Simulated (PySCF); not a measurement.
# Continuum solvent and chemical shifts

Molfile (atoms numbered from 1):
```
C5H10OSi
     RDKit          3D

 17 16  0  0  0  0  0  0  0  0999 V2000
    3.3489    0.6442   -0.3682 C   0  0  0  0  0  0  0  0  0  0  0  0
    2.0304    0.0437   -0.2884 C   0  0  0  0  0  0  0  0  0  0  0  0
    0.9214   -0.4612   -0.2263 C   0  0  0  0  0  0  0  0  0  0  0  0
   -0.7534   -1.2053   -0.1243 Si  0  0  1  0  0  4  0  0  0  0  0  0
   -0.8892   -2.0886    1.2868 O   0  0  0  0  0  0  0  0  0  0  0  0
   -2.0706    0.1158   -0.0530 C   0  0  0  0  0  0  0  0  0  0  0  0
   -1.9218    1.0678    1.1304 C   0  0  0  0  0  0  0  0  0  0  0  0
    4.0672    0.1052    0.2692 H   0  0  0  0  0  0  0  0  0  0  0  0
    3.7308    0.6218   -1.4009 H   0  0  0  0  0  0  0  0  0  0  0  0
    3.3261    1.6944   -0.0379 H   0  0  0  0  0  0  0  0  0  0  0  0
   -0.9325   -2.0802   -1.3241 H   0  0  0  0  0  0  0  0  0  0  0  0
   -0.1475   -2.6619    1.4994 H   0  0  0  0  0  0  0  0  0  0  0  0
   -3.0485   -0.3964   -0.0251 H   0  0  0  0  0  0  0  0  0  0  0  0
   -2.0422    0.6644   -1.0108 H   0  0  0  0  0  0  0  0  0  0  0  0
   -1.9789    0.5225    2.0847 H   0  0  0  0  0  0  0  0  0  0  0  0
   -0.9497    1.5851    1.1067 H   0  0  0  0  0  0  0  0  0  0  0  0
   -2.7091    1.8378    1.1361 H   0  0  0  0  0  0  0  0  0  0  0  0
  1  2  1  0
  2  3  3  0
  3  4  1  0
  4  5  1  0
  4  6  1  0
  6  7  1  0
  1  8  1  0
  1  9  1  0
  1 10  1  0
  4 11  1  6
  5 12  1  0
  6 13  1  0
  6 14  1  0
  7 15  1  0
  7 16  1  0
  7 17  1  0
M  END
```

GIAO PBE0/pcSseg-1 in PySCF 2.14 on one PBE0-D3(BJ)/def2-SVP conformer, non-relativistic, equivalent nuclei averaged. Solvents enter as an IEF-PCM continuum (tetrahydrofuran with ε = 7.4, water with ε = 78.4) around the gas-phase geometry. Shifts are referred to TMS computed in the same medium.

Gas phase, δ in ppm: C2 111.4, C3 86.0, C6 10.0, C7 7.5, C1 5.6, Si4 -24.7, H11 4.93, H8/H9/H10 1.94, H15/H16/H17 1.19, H13 0.84, H12 0.71, H14 0.32. Dipole moment 2.29 D.

Question: How does each δ change in the continuum?

Answer: 
| atoms | environment | Δδ, tetrahydrofuran | Δδ, water |
| --- | --- | --- | --- |
| C2 | alkyne carbon | +4.6 | +5.7 |
| C3 | alkyne carbon | -1.3 | -1.6 |
| C6 | sp3 CH2 bonded to Si | +0.3 | +0.4 |
| C7 | methyl carbon | +0.5 | +0.6 |
| C1 | propargylic methyl carbon | +0.1 | +0.2 |
| Si4 | silicon bonded to 2 C, O, H | 0.0 | +0.1 |
| H11 | hydrogen on a silicon bonded to 2 C, O | -0.07 | -0.08 |
| H8/H9/H10 | hydrogen on a propargylic methyl carbon | +0.15 | +0.19 |
| H15/H16/H17 | hydrogen on a methyl carbon | -0.03 | -0.04 |
| H13 | hydrogen on an sp3 CH2 bonded to Si | +0.06 | +0.07 |
| H12 | hydrogen on an oxygen bonded to Si | +0.79 | +0.98 |
| H14 | hydrogen on an sp3 CH2 bonded to Si | +0.12 | +0.15 |

Changes are relative to the gas phase. The dipole moment becomes 2.77 D in tetrahydrofuran, 2.88 D in water.

Question: Which of the listed nuclei move most (in ppm), and what does the model miss? (N and O are left out, as their reference compounds move with the solvent too.)

Answer: C2 (alkyne carbon, +5.7 ppm) in water. A continuum only polarises the solute; specific hydrogen bonds, the anisotropy of aromatic solvents and changes of geometry or conformer are outside it.
